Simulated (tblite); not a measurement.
Species: C2H9GeSi (doublet state).
SMILES with atom numbers: `[CH3:1][SiH2:2][CH:3][GeH3:4]` (hydrogens: H5, H6, H7 on C1; H8, H9 on Si2; H10 on C3; H11, H12, H13 on Ge4)

Computed with GFN2-xTB (tblite), gas phase: L-BFGS steps from a force-field or distance-geometry start until the largest atomic force falls under 0.01 eV/Å.

Step 5: E = -337.8280 eV
```
atom  x, y, z in Å  |  force x, y, z in eV/Å
C1     -1.9915    0.5397   -0.6247   -0.197   0.075  -0.013
Si2    -0.8121   -0.8790   -0.2293    0.051  -0.098   0.029
C3      0.9376   -0.6151   -0.7926    0.026  -0.324   0.082
Ge4     2.0950    0.5561    0.1824   -0.223  -0.155  -0.128
H5     -1.8184    1.4084   -0.0051    0.177   0.147   0.068
H6     -2.9950    0.2018   -0.3994   -0.206   0.001  -0.072
H7     -1.9669    0.8572   -1.6601    0.032  -0.033  -0.071
H8     -0.7610   -0.9848    1.2346   -0.080  -0.062   0.172
H9     -1.3228   -2.1306   -0.7858   -0.042  -0.099  -0.095
H10     1.4031   -1.4902   -1.2392    0.010   0.285  -0.144
H11     1.3357    1.1875    1.2809   -0.075   0.167   0.195
H12     3.1595   -0.2865    0.7574    0.389  -0.094   0.194
H13     2.7326    1.6359   -0.5980    0.138   0.191  -0.216
```

Step 6: E = -337.8487 eV
```
atom  x, y, z in Å  |  force x, y, z in eV/Å
C1     -1.9923    0.5380   -0.6248   -0.374   0.205  -0.091
Si2    -0.8137   -0.8849   -0.2269   -0.099  -0.179   0.106
C3      0.9400   -0.6309   -0.7662   -0.003  -0.320  -0.119
Ge4     2.0905    0.5523    0.1783    0.068   0.016   0.006
H5     -1.8186    1.4120   -0.0040    0.177   0.014  -0.027
H6     -3.0082    0.2121   -0.3996    0.046   0.025  -0.122
H7     -1.9676    0.8593   -1.6673    0.037  -0.112   0.163
H8     -0.7618   -0.9874    1.2422   -0.107  -0.062   0.088
H9     -1.3255   -2.1388   -0.7933   -0.005  -0.002  -0.044
H10     1.4089   -1.4782   -1.2559   -0.005   0.221  -0.129
H11     1.3385    1.1894    1.2803   -0.072   0.163   0.180
H12     3.1681   -0.2836    0.7622    0.292  -0.015   0.133
H13     2.7374    1.6414   -0.6040    0.045   0.046  -0.143
```

Task: Estimate the geometry and energy of step 7. (The exact step hangs on the optimiser's Hessian estimate; all steps are aligned on step 6, rigid shifts and turns removed.)

Result: E = -337.8633 eV, largest force 0.357 eV/Å
```
atom  x, y, z in Å  |  force x, y, z in eV/Å
C1     -1.9976    0.5395   -0.6256   -0.307   0.167  -0.072
Si2    -0.8176   -0.8920   -0.2231   -0.198  -0.145   0.125
C3      0.9412   -0.6478   -0.7460   -0.030  -0.211  -0.177
Ge4     2.0891    0.5499    0.1757    0.217   0.099   0.114
H5     -1.8163    1.4147   -0.0039    0.153  -0.057  -0.079
H6     -3.0185    0.2210   -0.4018    0.129   0.034  -0.129
H7     -1.9676    0.8593   -1.6707    0.033  -0.130   0.235
H8     -0.7642   -0.9906    1.2496   -0.129  -0.061   0.024
H9     -1.3278   -2.1455   -0.8002    0.009   0.050  -0.011
H10     1.4141   -1.4661   -1.2722   -0.005   0.123  -0.145
H11     1.3399    1.1933    1.2823   -0.038   0.133   0.126
H12     3.1791   -0.2809    0.7678    0.194   0.060   0.074
H13     2.7416    1.6459   -0.6108   -0.026  -0.064  -0.085
```

The energy changes by -0.0146 eV. The first-order estimate −F·Δx gives -0.0195 eV and the mean of the old and new forces, exact on a quadratic surface, -0.0147 eV. The step makes an angle of 59° with the force vector and moves no atom by more than 0.026 Å.

The cost below is that of the whole relaxation. Hardware: one thread of an Arm Neoverse N1, no GPU (shared host). Cost: 1.1 s wall.
